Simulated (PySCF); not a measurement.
**AsHF + O₂ → AsO₂ + HF**

Level: PBE0 in the def2-TZVP basis family, all electrons, no relativity, computed in PySCF with density fitting; open shells unrestricted.

```
species                                    state and structure  ZPE (kJ/mol)  H(298 K) − H(0) (kJ/mol)  S° (J/(mol K))
   AsHF  doublet, Cs, As–F 1.747 Å, As–H 1.536 Å; F–As–H 94.2°          21.9                      10.4           257.7
     O₂                              triplet, D∞h, O–O 1.193 Å          10.3                       8.7           204.9
   AsO₂         doublet, C2v, As–O 1.626 Å (×2); O–As–O 126.4°          12.5                      11.4           269.2
     HF                              singlet, C∞v, H–F 0.920 Å          24.9                       8.7           173.6
```

(1) Is the gas-phase reaction uphill or downhill in electronic energy at this level, and by how much?

(2) Add zero-point, thermal and entropy terms for 298.15 K and 1 bar.

## Answers

(1) At PBE0/def2-TZVP, ΔE = -181.3 kJ/mol, downhill. 

(2) ΔZPE = 5.2 and Δ[H(298) − H(0)] = 1.0 kJ/mol give ΔH° = -175.1 kJ/mol. ΔS° = -19.8 J/(mol K), so ΔG° = -175.1 − 298.15 × (-0.0198) = -169 kJ/mol.

Each species is the lowest minimum found with this bonding; other isomers or fragments can lie lower.
